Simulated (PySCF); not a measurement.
**Computed properties of CH4BBrO, SMILES OB(Br)C**

CH4BBrO, SMILES CB(O)Br. Geometry optimised at PBE0-D3(BJ)/def2-SVP. One conformer was computed; it need not be the lowest. All values are computed for the isolated molecule unless a solvent is named; none is compared with measurement here.

**Structure.** The optimised structure has Cs symmetry. All 18 harmonic modes at PBE0-D3(BJ)/def2-SVP (PySCF) are real, so it is a minimum. With heavy atoms numbered as in [B:1]([Br:2])([CH3:3])[OH:7], the shortest bond between them is B1–O7 at 1.343 Å and the longest B1–Br2 at 1.954 Å.

**Vibrations.** The strongest infrared lines (harmonic, unscaled, degenerate partners summed) lie at 1154 cm⁻¹ (374 km/mol, H 50 %, B 36 %, O 11 %), 1467 cm⁻¹ (146 km/mol, B 46 %, H 34 %, O 14 %), 637 cm⁻¹ (128 km/mol, H 82 %, O 12 %). The softest mode is at 82 cm⁻¹ and the zero-point energy is 35.7 kcal/mol.

**Electronic structure.** r2SCAN/def2-TZVP (PySCF) places the frontier levels at -7.31 and -0.68 eV, a gap of 6.63 eV, and gives a dipole moment of 0.77 D and a mean polarisability of 49.5 bohr³. PBE/def2-TZVP (PySCF) at the same geometry gives -6.99 and -1.04 eV, so its gap is 0.68 eV narrower. An orbital gap is neither the optical nor the fundamental gap.

**Excitations.** TDA-B3LYP/def2-SVPD (PySCF) has S1 at 6.43 eV (193 nm, f = 0.000, dark); the most intense of the 10 singlets computed lies at 7.18 eV (f = 0.09). T1 (TDA) is at 6.29 eV, 0.14 eV under S1. TDA-PBE/def2-SVPD (PySCF) puts S1 at 5.91 eV. No vertical singlet excitation falls in the visible range (under 3.1 eV).

**NMR.** GIAO shifts at PBE0/pcSseg-1 (PySCF) (non-relativistic, atoms alike by connectivity averaged): ¹³C at 10.1 ppm against TMS; ¹H from 1.1 to 5.8 ppm against TMS; ¹¹B at 35.9 ppm against BF3. Without spin–orbit terms, shifts of atoms bonded to Cl or Br come out too high.
